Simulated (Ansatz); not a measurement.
Reaction (ligand exchange at a Ge–C bond): `C[CH2][GeH3]` + `N[SiH](O)O` → `O[SiH](O)[NH][GeH3]` + `CC`

Computed with Ansatz on PBE0-D4/def2-TZVP structures; ΔE is electronic, products minus reactants. CBS: MP2 limit from def2 TZ/QZ plus the TZ coupled-cluster correction, frozen cores. This one scheme is used for every species. DFT in def2-TZVPP. For Ge outer-core shells are correlated without core-valence functions, which leaves a few kJ/mol of doubt a bond. Scalar relativity is left out up to krypton. Each species was taken in one conformer, which may not be the lowest.

```
             level  ΔE (kJ/mol)  difference from CCSD(T)/CBS
            PBE-D4        -24.9                          3.2
           PBE0-D4        -27.7                          0.4
            B2PLYP        -31.4                         -3.3
               PBE        -23.0                          5.1
     HF/def2-TZVPP        -42.4                        -14.3
SCS-MP2/def2-TZVPP        -33.9                         -5.8
   CCSD/def2-TZVPP        -31.7                         -3.6
     HF/def2-QZVPP        -43.0                        -14.9
    MP2/def2-QZVPP        -29.2                         -1.1
     MP2/CBS(def2)        -27.8                          0.3
       CCSD(T)/CBS        -28.1                            0
```

Largest T1 diagnostic among the species: 0.011.

In def2-TZVPP, CCSD(T) changes the Hartree–Fock value by +11.5 kJ/mol (the triples alone add +0.9 kJ/mol) and MP2 by +11.8 kJ/mol.
